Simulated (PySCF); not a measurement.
Do core-level shifts follow atomic charges?

Compound: benzyl cyanide, C8H7N.
Cartesian coordinates in Å at the PBE0-D3(BJ)/def2-SVP level; atoms count from 1:
```
atom  x, y, z in Å
N1     3.0254   -0.1399    1.5917
C2     2.4167   -0.1949    0.6091
C3     1.6397   -0.2588   -0.6269
C4     0.1612   -0.0284   -0.3998
C5    -0.6890   -1.1058   -0.1382
C6    -2.0474   -0.8934    0.0868
C7    -2.5671    0.3995    0.0547
C8    -1.7232    1.4787   -0.2033
C9    -0.3652    1.2655   -0.4289
H10    1.8123   -1.2439   -1.0884
H11    2.0460    0.4925   -1.3224
H12   -0.2841   -2.1211   -0.1097
H13   -2.7034   -1.7435    0.2878
H14   -3.6324    0.5666    0.2298
H15   -2.1244    2.4945   -0.2300
H16    0.2943    2.1146   -0.6285
```

Binding energies: delta-SCF UKS SCAN, pcX-2 on the ionised atom, pcseg-1 elsewhere, spin-free X2C in PySCF 2.14.0. Charges: PBE0/pcSseg-1 ground-state density, for the ionised atom.

```
atom                   environment  C 1s (eV)  Mulliken (e)  IAO (e)  Hirshfeld (e)  ESP (e)
  C7            aromatic CH carbon     290.52        -0.078   -0.146         -0.044   -0.206
  C5            aromatic CH carbon     290.57        -0.010   -0.152         -0.048   -0.339
  C6            aromatic CH carbon     290.58        -0.083   -0.142         -0.043   -0.074
  C4   substituted aromatic carbon     290.91        -0.278   +0.007         +0.007   +0.432
  C2                nitrile carbon     292.15        +0.085   +0.138         +0.079   +0.521
  C3  sp3 carbon next to a nitrile     292.37        -0.118   -0.293         -0.037   -0.666
```

**Question.** How well does each charge scheme correlate with the binding energies over these sites?

**Answer.** Hirshfeld: r = 0.54, slope 9.2 eV per e; Mulliken: r = 0.25, slope 1.7 eV per e; IAO: r = 0.09, slope 0.5 eV per e; ESP: r = -0.01, slope 0.0 eV per e. Hirshfeld charges have the highest r, on only 6 points.

**Question.** The point-charge model writes a binding energy as kq + V + constant, with V the potential of the other atoms' charges at the site. What does it give with the ESP charges?

**Answer.** V = Σ 14.40 eV Å × q/r over all other atoms: +1.51 eV at C7, +4.26 eV at C5, -0.56 eV at C6, -7.16 eV at C4, -8.60 eV at C2, +10.31 eV at C3. Fitting binding energy − V to q gives k = 15.4 eV per e and leaves an rms residual of 0.45 eV, against 0.77 eV for the fit on q alone. The model has no term for differences in relaxation between sites.

The structure is a single PBE0-D3(BJ)/def2-SVP conformer in the gas phase; no vibrational or solvent corrections.
